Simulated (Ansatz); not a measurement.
Gas-phase electronic energies from Ansatz, PBE0-D4/def2-TZVP geometries. CBS: MP2 limit from def2 TZ/QZ plus the TZ coupled-cluster correction, frozen cores. This one scheme is used for every species. Functionals use def2-TZVPP. B3LYP here is the variant with VWN-RPA as its local correlation; programs differ in this. Elements past krypton have def2 core potentials. For W outer-core shells are correlated without core-valence functions, which leaves a few kJ/mol of doubt a bond. One conformer a species, not always the lowest.

`[CH3][W](=[O])(=[S])[Cl]` + H₂O → `[O]=[W]([OH])(=[S])[Cl]` + CH₄  (formal hydrolysis of a W–C bond)

```
             level  ΔE (kJ/mol)  difference from CCSD(T)/CBS
       LDA (SPW92)       -115.2                        -12.1
         revPBE-D4       -114.4                        -11.3
           PBE0-D4       -110.0                         -6.9
          B3LYP-D4       -117.7                        -14.6
        r2SCAN0-D4       -114.4                        -11.3
              BLYP       -125.8                        -22.7
       HF/def2-SVP       -118.8                        -15.7
  CCSD(T)/def2-SVP       -116.4                        -13.3
    MP2/def2-TZVPP       -105.0                         -1.9
SCS-MP2/def2-QZVPP       -106.6                         -3.5
       CCSD(T)/CBS       -103.1                            0
```

Largest T1 diagnostic among the species: 0.023, so the coupled-cluster value is less sure than usual.

From r2SCAN to r2SCAN0 (25 % exact exchange), in def2-TZVPP and without D4, ΔE moves by +6.3 kJ/mol. Leaving LDA and LC-ωPBE aside and taking each functional with its dispersion term where it has one, the values, not all of them listed here, spread over 16.6 kJ/mol, from B97M-V to PBE-QIDH. The D4 term adds +3.9 kJ/mol with B3LYP and +2.3 kJ/mol with PBE0; it sums over pairs of atoms, weighted by their polarisabilities, and B3LYP, whose exchange is more repulsive, gets the larger term.
